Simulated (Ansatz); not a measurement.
Consider the substitution at a C–Si bond: `C[SiH2]O` + `N[SiH](O)S` → `CS[SiH](N)O` + silanol.

Isolated molecules relaxed with PBE0-D4/def2-TZVP in Ansatz; ΔE leaves out vibrations. CCSD(T)/CBS is the MP2 limit (def2-TZVPP, def2-QZVPP) plus CCSD(T) − MP2 in def2-TZVPP, frozen cores. This one scheme is used for every species. Each species was taken in one conformer, which may not be the lowest.

```tsv
species	CCSD(T)/CBS(def2) energy (Eh)
`C[SiH2]O`	-405.96945
`N[SiH](O)S`	-819.85829
`CS[SiH](N)O`	-859.11387
`O[SiH3]`	-366.69042
```

Work out ΔE.

ΔE = (-859.11387) + (-366.69042) − (-405.96945) − (-819.85829) = 0.02345 Eh = +14.7 kcal/mol.

Largest T1 diagnostic among the species: 0.011.
